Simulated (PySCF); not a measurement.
C7H13Ga.
Structure used (PBE0-D3(BJ)/def2-SVP), in Å, numbered top down from 1:
```
atom  x, y, z in Å
C1    -1.9774   -0.9927   -0.3616
C2    -2.5930    0.2424    0.3125
Ga3   -1.2413    1.6285   -0.1124
C4     0.1548    0.3387   -0.7256
C5     1.5824    0.6365   -0.3187
C6     2.0835    0.4535    1.0851
C7     2.5970   -0.4316   -0.0165
C8    -0.4458   -0.9886   -0.2353
H9    -2.3832   -1.9342    0.0472
H10   -2.2406   -0.9918   -1.4353
H11   -2.6243    0.1136    1.4110
H12   -3.6269    0.4439   -0.0057
H13   -1.2412    3.1924    0.0010
H14    0.1100    0.3379   -1.8334
H15    1.9930    1.5169   -0.8262
H16    1.4135   -0.0010    1.8221
H17    2.7511    1.2107    1.5053
H18    3.6251   -0.2920   -0.3618
H19    2.2645   -1.4731   -0.0194
H20   -0.1888   -1.1438    0.8293
H21   -0.0222   -1.8514   -0.7783
```

Computed, not measured: PBE0-D3(BJ)/def2-SVP geometry optimisation, gas phase (PySCF).

Problem. Which atoms are bound to Ga3, and at what distances?

Solution. 3 atoms: H13 1.568 Å, C2 1.982 Å, C4 1.997 Å. The nearest atom not counted as bound is H14, at 2.54 Å.

Problem. List the angles at Ga3.

Solution. 
| angle | degrees | distance of the outer atoms (Å) |
| --- | --- | --- |
| C2–Ga3–H13 | 133.0 | 3.26 |
| C4–Ga3–H13 | 131.8 | 3.26 |
| C2–Ga3–C4 | 95.2 | 2.94 |

Problem. What is the shape at Ga3?

Solution. Planar: angles 133.0°, 131.8° and 95.2°, sum 360.0°, 0.01 Å off the plane of its three neighbours. The Ga–C distances aren't all alike: 1.982 to 1.997 Å.

Problem. What are the other bond lengths?

Solution. C1–C2 1.536 Å; C4–C5 1.514 Å; C5–C6 1.502 Å; C6–C7 1.504 Å; C4–C8 1.537 Å; C1–C8 1.537 Å; C5–C7 1.504 Å; C1–H9 1.104 Å; C1–H10 1.105 Å; C2–H11 1.106 Å; C2–H12 1.100 Å; C4–H14 1.109 Å; C5–H15 1.096 Å; C6–H16 1.095 Å; C6–H17 1.093 Å; C7–H18 1.094 Å. (A selection.)

Problem. Give some angles away from the centre.

Solution. C2–C1–C8 111.2°, C1–C2–Ga3 101.2°, Ga3–C4–C5 116.7°, Ga3–C4–C8 100.8°, C5–C4–C8 116.9°, C4–C5–C6 122.8°, C4–C5–C7 123.4°, C6–C5–C7 60.0°, C5–C6–C7 60.1°, C5–C7–C6 59.9°.

Problem. What are the rotational constants (commonest isotopes, rigid rotor)?

Solution. A = 2457, B = 1033, C = 816.4 MHz: an asymmetric top.

Point group: C1 (no symmetry element, even within 0.4 Å). Charge 0, singlet. PBE0-D3(BJ)/def2-SVP frequencies: not computed here.

Rough CPU time on one thread of a shared machine: about 8 min. This is the geometry optimisation.

One conformer stands for the species.
